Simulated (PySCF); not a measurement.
A structure optimised at PBE-D3(BJ)/def2-SVP, used in a PySCF frequency run:

```xyz
8

Al     0.0000     0.0000     1.1532
H      0.0000     0.0000     2.7274
N      0.0000     1.5210     0.2303
C      0.0000     2.5590    -0.3994
O      0.0000     3.5703    -1.0094
N      0.0000    -1.5210     0.2303
C      0.0000    -2.5590    -0.3994
O      0.0000    -3.5703    -1.0094
```

### Question
Write its SMILES, formula and point group.

### Answer
O=C=[N][AlH][N]=C=O, C₂HAlN₂O₂, C2v

### Question
What are its rotational constants (standard atomic weights)?

### Answer
6.2182, 0.80219, 0.71053 GHz
